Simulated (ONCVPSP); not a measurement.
Plane-wave convergence, ONCV potential for tantalum (Ta)

ONCVPSP 4.0.1 input, shortened (lines: element, Z, core and valence counts, functional; n l f; lmax; l rc ep ncon nbas qcut; lloc lpopt rc5 dvloc0; l nproj debl; icmod fcfact rcfact), PBEsol, scalar-relativistic:

```
  Ta 73.00   10    4  -116133      upf
    1    0    2.00
    2    0    2.00
    2    1    6.00
    3    0    2.00
    3    1    6.00
    3    2   10.00
    4    0    2.00
    4    1    6.00
    4    2   10.00
    4    3   14.00
    5    0    2.00
    5    1    6.00
    5    2    3.00
    6    0    2.00
    2
    0    2.05    0.00    5    8    5.30
    1    1.80    0.00    4    8    6.10
    2    2.50    0.00    4    9    5.40
    4    2    1.75   -1.00
    0    3    3.50
    1    2    1.40
    2    3    3.90
    3    5.75    1.70
```

In the p channel the program set the typed energies aside and used -1.449, 0.250 Ha.

Q: For each optimised wave give the share of its norm inside rc, the residual kinetic energy above qcut (Ha) and the cutoffs (Ha) for errors of 10, 1, 0.1 and 0.01 mHa per electron.

A:

| wave | norm inside rc | residual KE | 10 mHa | 1 mHa | 0.1 mHa | 0.01 mHa |
| --- | --- | --- | --- | --- | --- | --- |
| 5s | 0.984 | 3.2e-04 | 6.1 | 12.1 | 31.6 | 41.0 |
| 6s | 0.115 | 3.0e-04 | 4.1 | 11.8 | 22.6 | 46.3 |
| s projector 3 | 0.130 | 4.4e-03 | 12.2 | 24.1 | 53.6 | 66.6 |
| 5p | 0.872 | 3.1e-05 | 8.0 | 10.2 | 14.2 | 44.7 |
| p projector 2 | 0.089 | 5.5e-05 | 7.1 | 9.4 | 16.9 | 41.2 |
| 5d | 0.680 | 7.3e-06 | 8.4 | 10.7 | 12.7 | 14.6 |
| d projector 2 | 0.195 | 8.9e-04 | 11.4 | 14.5 | 36.6 | 61.1 |
| d projector 3 | 0.132 | 3.7e-03 | 13.8 | 20.4 | 49.6 | 73.4 |

The occupied waves need 12 Ha and 32 Ha for 1 and 0.1 mHa.
